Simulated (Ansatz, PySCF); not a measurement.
This Ansatz (a first-principles code) input computes a CAM-B3LYP/def2-TZVPD energy:

Ansatz 0.2 input:
```yaml
crystal:
  periodic: [false, false, false]
  atoms:
    - {symbol: B, position_ang: [-0.04148660, 0.12223230, 0.01772511]}
    - {symbol: C, position_ang: [1.51489300, -0.21010394, 0.03907455]}
    - {symbol: C, position_ang: [-1.09242680, -1.06746488, -0.09617547]}
    - {symbol: N, position_ang: [-0.46923955, 1.43298583, -0.02110676]}
    - {symbol: H, position_ang: [1.72294395, -0.93365779, 0.83268866]}
    - {symbol: H, position_ang: [1.79547416, -0.69182194, -0.90267454]}
    - {symbol: H, position_ang: [2.15502148, 0.66000086, 0.18026650]}
    - {symbol: H, position_ang: [-2.13141603, -0.74255864, -0.13516338]}
    - {symbol: H, position_ang: [-0.88249984, -1.66369203, -0.98908436]}
    - {symbol: H, position_ang: [-0.96771937, -1.73675185, 0.76070688]}
    - {symbol: H, position_ang: [-0.73449182, 2.13183212, 0.65498755]}
basis:
  gaussian:
    orbitals: def2-TZVPD
hamiltonian:
  xc: {name: CAM-B3LYP}
magnetization: {spin_polarized: true, initial_magnetization: 1}
output: {forces: true}
```

Task: Write an input for the same energy in PySCF and say what it gives.

Result: 
```python
from pyscf import gto, scf, dft

mol = gto.M(
    atom='''
    B    -0.04148660    0.12223230    0.01772511
    C     1.51489300   -0.21010394    0.03907455
    C    -1.09242680   -1.06746488   -0.09617547
    N    -0.46923955    1.43298583   -0.02110676
    H     1.72294395   -0.93365779    0.83268866
    H     1.79547416   -0.69182194   -0.90267454
    H     2.15502148    0.66000086    0.18026650
    H    -2.13141603   -0.74255864   -0.13516338
    H    -0.88249984   -1.66369203   -0.98908436
    H    -0.96771937   -1.73675185    0.76070688
    H    -0.73449182    2.13183212    0.65498755
    ''',
    basis='def2-tzvpd',
    charge=0,
    spin=1,
    verbose=4,
)

mf = dft.UKS(mol, xc='camb3lyp').density_fit(auxbasis='def2-universal-jkfit')
mf.grids.level = 3
mf.conv_tol = 1e-9
mf.max_cycle = 100
mf.max_memory = 1500
mf.kernel()
if not mf.converged:
    mf = mf.newton()
    mf.kernel(mf.make_rdm1())
for _ in range(2):
    mo, _, stable, _ = mf.stability(return_status=True)
    if stable:
        break
    mf.kernel(mf.make_rdm1(mo, mf.mo_occ))
mf.analyze()
```
It gives -159.97695 Eh, and Ansatz -159.97686 Eh, a difference of 0.09 mEh, from the treatment of integrals and grids.

It need not be the lowest isomer of its formula.
